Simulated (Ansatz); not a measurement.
Reaction (atomization): `CC1B[SiH2]S1` → B• + 2 C• + 7 H• + S• + Si•

Gas-phase electronic energies from Ansatz, PBE0-D4/def2-TZVP geometries. CBS: MP2 limit from def2 TZ/QZ plus the TZ coupled-cluster correction, frozen cores. This one scheme is used for every species, atoms too. DFT in def2-TZVPP. B3LYP here is the variant with VWN-RPA as its local correlation; programs differ in this. No spin–orbit coupling; open shells (•) take unrestricted orbitals. Spin–orbit coupling would lower the free atoms: a little for B, C, S, Si.

```csv
species,B3LYP-D4 energy (Eh)
`CC1B[SiH2]S1`,-793.05971
B•,-24.66392
C•,-37.85948
H•,-0.50215
S•,-398.13240
Si•,-289.39209
```

Work out ΔE.

ΔE = 7 × (-0.50215) + 2 × (-37.85948) + (-24.66392) + (-398.13240) + (-289.39209) − (-793.05971) = 1.63729 Eh = +4298.7 kJ/mol. CCSD(T)/CBS gives +4292.3 kJ/mol.

Largest T1 diagnostic among the species: 0.014.

In def2-TZVPP, CCSD(T) changes the Hartree–Fock value by +955.8 kJ/mol (the triples alone add +60.2 kJ/mol) and MP2 by +1006.7 kJ/mol; breaking electron pairs costs correlation energy, which Hartree–Fock lacks. From PBE to PBE0 (25 % exact exchange), in def2-TZVPP and without D4, ΔE moves by −36.5 kJ/mol: exact exchange takes away binding that semilocal exchange gives to molecules.

For atomizations the MP2-based limit and the directly extrapolated one differ by several kJ/mol either way, and by 10 to 25 for some Ge, Se and Sn compounds, so smaller differences from it don't rank the levels.
